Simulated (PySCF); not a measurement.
ClOTi, neutral, multiplicity 2. Atoms are numbered in the order given.

```xyz
3

Ti     0.3562     0.5884     0.0000
Cl    -0.1689    -1.6463     0.0000
O     -0.6208     1.8803     0.0000
```
Charge 0, spin multiplicity 2.

The structure is a stationary point at B3LYP-D3(BJ)/def2-TZVP. The multiplicity is an assumed one; other spin states were not compared. The isomer is the one that the SMILES or the coordinates give; other isomers of the formula were not compared.

The numbers are results of B3LYP-D3(BJ)/def2-TZVP in PySCF, not measurements.

Frequencies are harmonic and unscaled.

Computed harmonic wavenumbers and intensities:
| mode | ν (cm⁻¹) | IR (km/mol) | moving atoms (share of kinetic energy) |
|---|---|---|---|
| 1 | 109 | 35.6 | O 55 %, Ti 25 %, Cl 20 % |
| 2 | 400 | 84.6 | Cl 55 %, Ti 41 % |
| 3 | 1040 | 284.4 | O 75 %, Ti 25 % |
